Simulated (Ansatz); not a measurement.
CBr₄, charge -1, doublet, at the geometry of the source list (a state made from the parent by changing its charge; the spin is typed, not shown lowest) (a gas-phase anion, which may not be bound at this level); B3LYP/3-21G (Ansatz, a program for electronic structure).

Ansatz was given this input:
Ansatz 0.2 input:
```yaml
crystal:
  periodic: [false, false, false]
  atoms:
    - {symbol: Br, position_ang: [1.88530000, -0.43270000, -0.15840000]}
    - {symbol: C, position_ang: [-0.00000000, -0.00000000, -0.00000000]}
    - {symbol: Br, position_ang: [-0.26770000, 1.88070000, -0.39740000]}
    - {symbol: Br, position_ang: [-0.59920000, -0.37070000, 1.80840000]}
    - {symbol: Br, position_ang: [-1.01850000, -1.07720000, -1.25260000]}
basis:
  gaussian:
    orbitals: 3-21G.json
hamiltonian:
  xc: b3lyp
total_charge: -1
magnetization: {spin_polarized: true, initial_magnetization: 1}
```
The basis file holds 3-21G in the JSON format of the Basis Set Exchange.

Output, abridged:

```
Functional definition: B3LYP
899 factors; integrals over basis functions are off by at most 2.2e-4 eV
mean field evaluation 1: about -279869.4424 eV, gradient 1.5e1 eV
mean field evaluation 2: about -279865.3300 eV, gradient 3.4e1 eV
mean field evaluation 4: about -279870.9794 eV, gradient 2.9e-1 eV
mean field evaluation 8: about -279870.9858 eV, gradient 3.9e-3 eV
mean field -279870.98582690 eV, -10285.0690257709 hartree, gradient 6.7e-6 eV, S^2 0.750509; 0 other end points of the search recorded, 0 dependent functions left out
reference -279870.98604486 eV, -10285.0690337809 hartree; 74, 73 occupied and 27, 28 virtual orbitals, 899 factors
Total energy: -279870.98604486 eV, -10285.0690337809 hartree
```
